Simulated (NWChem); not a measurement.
Everything below was run with NWChem. System: H6B3N3, charge 0, spin multiplicity 1, displaced from the optimised geometry.

The NWChem input:

```
start mol
memory heap 200 mb stack 900 mb global 1100 mb
geometry units angstroms nocenter noautoz
  B      0.000000     0.000000     1.485734
  N     -1.249344     0.000000     0.721298
  B     -1.286726     0.000000    -0.742858
  N      0.000000     0.000000    -1.442611
  B      1.286726     0.000000    -0.742858
  N      1.249344     0.000000     0.721298
  H      0.000000     0.000000     2.727215
  H     -2.150684     0.000000     1.241721
  H     -2.361883     0.000000    -1.363598
  H      0.000000     0.000000    -2.483454
  H      2.361883     0.000000    -1.363598
  H      2.150684     0.000000     1.241721
  symmetry group C2v
end
basis spherical
  * library def2-svp
end
dft
  xc slater vwn_5
  semidirect memsize 60000000 filesize 0
  iterations 100
  convergence nodiis damp 40
end
task dft gradient
```

The output up to the point where the run's verdict is printed (cleaned and shortened):

```
             Northwest Computational Chemistry Package (NWChem) 7.3.0
             --------------------------------------------------------

                                NWChem Input Module
                                -------------------

 Scaling coordinates for geometry "geometry" by  1.889725989
 (inverse scale =  0.529177249)

 Turning off AUTOSYM since
 SYMMETRY directive was detected!

                             Geometry "geometry" -> ""
                             -------------------------

 Output coordinates in angstroms (scale by  1.889725989 to convert to a.u.)

  No.       Tag          Charge          X              Y              Z
 ---- ---------------- ---------- -------------- -------------- --------------
    1 B                    5.0000     0.00000000     0.00000000     1.48573400
    2 N                    7.0000    -1.24934400     0.00000000     0.72129800
    3 B                    5.0000    -1.28672600     0.00000000    -0.74285800
    4 N                    7.0000     0.00000000     0.00000000    -1.44261100
    5 B                    5.0000     1.28672600     0.00000000    -0.74285800
    6 N                    7.0000     1.24934400     0.00000000     0.72129800
    7 H                    1.0000     0.00000000     0.00000000     2.72721500
    8 H                    1.0000    -2.15068400     0.00000000     1.24172100
    9 H                    1.0000    -2.36188300     0.00000000    -1.36359800
   10 H                    1.0000     0.00000000     0.00000000    -2.48345400
   11 H                    1.0000     2.36188300     0.00000000    -1.36359800
   12 H                    1.0000     2.15068400     0.00000000     1.24172100

 Effective nuclear repulsion energy (a.u.)     192.8515261385

            Nuclear Dipole moment (a.u.)
            ----------------------------
        X                 Y               Z
 ---------------- ---------------- ----------------
    -0.0000000000     0.0000000000    -0.0000151178

      Symmetry information
      --------------------

 Group name             C2v
 Group number             16
 Group order               4
[...]
 d= 0,ls=0.5         52   -167.9772827492 -5.34D+01  2.76D-01              12.9
 d= 0,ls=0.5         53   -114.6131222840  5.34D+01  2.76D-01              13.1
 d= 0,ls=0.5         54   -167.9772826432 -5.34D+01  2.76D-01              13.3
 d= 0,ls=0.5         55   -114.6131222420  5.34D+01  2.76D-01              13.5
 d= 0,ls=0.5         56   -167.9772826350 -5.34D+01  2.76D-01              13.7
 d= 0,ls=0.5         57   -114.6131222387  5.34D+01  2.76D-01              13.9
 d= 0,ls=0.5         58   -167.9772826344 -5.34D+01  2.76D-01              14.1
 d= 0,ls=0.5         59   -114.6131222385  5.34D+01  2.76D-01              14.3
 d= 0,ls=0.5         60   -167.9772826343 -5.34D+01  2.76D-01              14.4
 d= 0,ls=0.5         61   -114.6131222385  5.34D+01  2.76D-01              14.6
 d= 0,ls=0.5         62   -167.9772826343 -5.34D+01  2.76D-01              14.8
 d= 0,ls=0.5         63   -114.6131222385  5.34D+01  2.76D-01              15.0
 d= 0,ls=0.5         64   -167.9772826343 -5.34D+01  2.76D-01              15.2
 d= 0,ls=0.5         65   -114.6131222385  5.34D+01  2.76D-01              15.4
 d= 0,ls=0.5         66   -167.9772826343 -5.34D+01  2.76D-01              15.6
 d= 0,ls=0.5         67   -114.6131222385  5.34D+01  2.76D-01              15.8
 d= 0,ls=0.5         68   -167.9772826343 -5.34D+01  2.76D-01              16.0
 d= 0,ls=0.5         69   -114.6131222385  5.34D+01  2.76D-01              16.2
 d= 0,ls=0.5         70   -167.9772826343 -5.34D+01  2.76D-01              16.4
 d= 0,ls=0.5         71   -114.6131222385  5.34D+01  2.76D-01              16.6
 d= 0,ls=0.5         72   -167.9772826343 -5.34D+01  2.76D-01              16.8
 d= 0,ls=0.5         73   -114.6131222385  5.34D+01  2.76D-01              17.0
 d= 0,ls=0.5         74   -167.9772826343 -5.34D+01  2.76D-01              17.2
 d= 0,ls=0.5         75   -114.6131222385  5.34D+01  2.76D-01              17.4
 d= 0,ls=0.5         76   -167.9772826343 -5.34D+01  2.76D-01              17.6
 d= 0,ls=0.5         77   -114.6131222385  5.34D+01  2.76D-01              17.8
 d= 0,ls=0.5         78   -167.9772826343 -5.34D+01  2.76D-01              18.0
 d= 0,ls=0.5         79   -114.6131222385  5.34D+01  2.76D-01              18.2
 d= 0,ls=0.5         80   -167.9772826343 -5.34D+01  2.76D-01              18.4
 d= 0,ls=0.5         81   -114.6131222385  5.34D+01  2.76D-01              18.6
 d= 0,ls=0.5         82   -167.9772826343 -5.34D+01  2.76D-01              18.8
 d= 0,ls=0.5         83   -114.6131222385  5.34D+01  2.76D-01              19.0
 d= 0,ls=0.5         84   -167.9772826343 -5.34D+01  2.76D-01              19.2
 d= 0,ls=0.5         85   -114.6131222385  5.34D+01  2.76D-01              19.4
 d= 0,ls=0.5         86   -167.9772826343 -5.34D+01  2.76D-01              19.6
 d= 0,ls=0.5         87   -114.6131222385  5.34D+01  2.76D-01              19.8
 d= 0,ls=0.5         88   -167.9772826343 -5.34D+01  2.76D-01              20.0
 d= 0,ls=0.5         89   -114.6131222385  5.34D+01  2.76D-01              20.2
 d= 0,ls=0.5         90   -167.9772826343 -5.34D+01  2.76D-01              20.4
 d= 0,ls=0.5         91   -114.6131222385  5.34D+01  2.76D-01              20.6
 d= 0,ls=0.5         92   -167.9772826343 -5.34D+01  2.76D-01              20.7
 d= 0,ls=0.5         93   -114.6131222385  5.34D+01  2.76D-01              20.9
 d= 0,ls=0.5         94   -167.9772826343 -5.34D+01  2.76D-01              21.1
 d= 0,ls=0.5         95   -114.6131222385  5.34D+01  2.76D-01              21.3
 d= 0,ls=0.5         96   -167.9772826343 -5.34D+01  2.76D-01              21.5
 d= 0,ls=0.5         97   -114.6131222385  5.34D+01  2.76D-01              21.7
 d= 0,ls=0.5         98   -167.9772826343 -5.34D+01  2.76D-01              21.9
 d= 0,ls=0.5         99   -114.6131222385  5.34D+01  2.76D-01              22.1
 d= 0,ls=0.5        100   -167.9772826343 -5.34D+01  2.76D-01              22.3
```

The run did not converge; its last values are not results. The next line reads: Calculation failed to converge. NWChem stopped with the message: dft gradient failed.
